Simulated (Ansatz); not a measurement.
## Abstraction of F: Si2H3F3 + InH2 → Si2H3F2 + InH2F

Species: Si2H3F3 `F[SiH2][SiH](F)F`, singlet; InH2 `[InH2]`, doublet; Si2H3F2 `F[SiH][SiH2]F`, doublet; InH2F `[F][InH2]`, singlet. A radical takes F: the energy is the difference in strength between the Si–F bond broken and the In–F bond made.

Shapes, held fixed at every level: PBE0-D4/def2-TZVP. Flexible molecules stand in one conformer, not always the lowest. Programs: Ansatz 0.2.0. Electronic energies: no zero-point or thermal term.

| level | kind | ΔE (kJ/mol) | less CCSD(T)/def2-TZVPP |
| --- | --- | --- | --- |
| MP2/def2-TZVPP | perturbation theory | +150.0 | +0.5 |
| HF/def2-TZVPP | Hartree–Fock | +160.6 | +11.1 |
| PBE-D4/def2-TZVPP | GGA | +128.3 | -21.2 |
| r2SCAN-D4/def2-TZVPP | meta-GGA | +138.1 | -11.4 |
| PBE0-D4/def2-TZVPP | global hybrid | +139.7 | -9.8 |
| B2PLYP/def2-TZVPP | double hybrid | +145.6 | -3.9 |
| CCSD/def2-TZVPP | coupled cluster or CI | +153.0 | +3.5 |
| CCSD(T)/def2-TZVPP | coupled cluster or CI | +149.5 | 0.0 |

The highest level, CCSD(T)/def2-TZVPP, gives ΔE = +149.5 kJ/mol; the levels span +128.3 to +160.6. The column of differences is taken from that level and isn't an error. No measured value is set beside it here. Open shells run unrestricted. For atoms past krypton def2 sets carry core potentials with scalar relativity. Outer-core shells of In are correlated, in sets that cover them unevenly.
